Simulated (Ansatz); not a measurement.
C3H7NSi, SMILES [SiH3]NCC#C.

Geometry optimised at PBE0-D3(BJ)/def2-SVP. The values are those of a single conformer.

Two levels are set side by side: PBE/def2-SVPD (Ansatz, a quantum-chemistry and plane-wave program) and PBE0/def2-SVPD (Ansatz). Energy differences of separate SCF runs at the same geometry; the states with an electron removed or added have multiplicity 2 and 2. Differences are taken from unrounded values.

| quantity | PBE0 |
|---|---|
| vertical ionisation energy (eV) | 9.10 |
| vertical singlet–triplet gap (eV) | 5.40 |

What does PBE give, and how far is it from PBE0? (An estimate is asked for; the answer gives what the named calculation found.)


```tsv
quantity	PBE	PBE minus PBE0
vertical ionisation energy (eV)	8.83	-0.28
vertical singlet–triplet gap (eV)	5.13	-0.26
```
